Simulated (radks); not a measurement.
Results of a calculation; reference values are marked as such.
Fractional charge and spin in the 2s shell of oxygen: the spin-up occupation runs from 0 to 1 and the spin-down occupation from 0 to 1; the fullest corner is O2+, [He] 2p(up 1, down 1) 2s(up 1, down 1). Level of theory: scalar-relativistic Kohn-Sham, PBEsol, spin-polarised, spherical densities, finite nucleus; Fermi nuclear charge, rms radius of each element as measured or else 0.836 A^(1/3) + 0.57 fm (a radial shooting solver on a logarithmic mesh with Libxc functionals). Energy (eV) above the fullest corner. The planes named below are the two flat planes that join the four corners, with an edge along up + down = one added electron.

down \ up        0     0.25      0.5    0.75       1
0          157.537  133.112  109.945  88.047  67.420
0.25       133.112  110.180   88.482  68.030  48.821
0.5        109.945   88.482   68.230  49.198  31.383
0.75        88.047   68.030   49.198  31.559  15.111
1           67.420   48.821   31.383  15.111   0.000

Corners above the fullest one (they belong to O3+ and the next ion): (up 1, down 0) 67.420 eV, (up 0, down 1) 67.420 eV, (up 0, down 0) 157.54 eV. With half an added electron in each spin the energy lies 0.811 eV from the planes, and with half an added electron in spin up alone -2.533 eV. The planes are only a guide here: the flat-plane condition holds for ground states with one frontier orbital, while this shell lies below other occupied shells, so the corners above the fullest one are inner-hole states and not the ground states of those ions.
